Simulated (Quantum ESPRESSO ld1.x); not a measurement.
Problem. I6+, 47 electrons, occupied as [Kr] 4d10 5s1 (the NIST ground configuration). All-electron calculation, non-relativistic Kohn-Sham, LDA (Slater exchange, Perdew-Zunger correlation), spin-polarised, spherical densities, point nucleus; open shells are filled with parallel spins first; relativity is left out, which matters for an element this heavy. Program: ld1.x of Quantum ESPRESSO 7.5. Some entries of the table are withheld. Estimate them.

orbital,occ.,eigenvalue (hartree),<1/r> (bohr^-1)
1s up,1,-1164.59,52.43
1s down,1,-1164.59,52.43
2s up,1,-177.840,12.03
2s down,1,-177.838,12.03
2p up,3,-167.374,12.05
2p down,3,-167.372,12.05
3s up,1,-37.9919,4.386
3s down,1,-37.9893,4.386
3p up,3,-33.5807,4.315
3p down,3,-33.5782,4.315
3d up,5,-25.3513,4.186
3d down,5,-25.3490,4.186
4s up,1,-8.82119,1.800
4s down,1,-8.81532,1.801
4p up,3,-7.27325,1.701
4p down,3,-7.26638,1.702
4d up,5,-4.61968,(1)
4d down,5,-4.60868,(2)
5s up,1,(3),(4)
5s down,0,(5),(6)

Solution. 
(1) 4d up <1/r> (bohr^-1): 1.470
(2) 4d down <1/r> (bohr^-1): 1.474
(3) 5s up eigenvalue (hartree): -2.94102
(4) 5s up <1/r> (bohr^-1): 0.7522
(5) 5s down eigenvalue (hartree): -2.88693
(6) 5s down <1/r> (bohr^-1): 0.7550
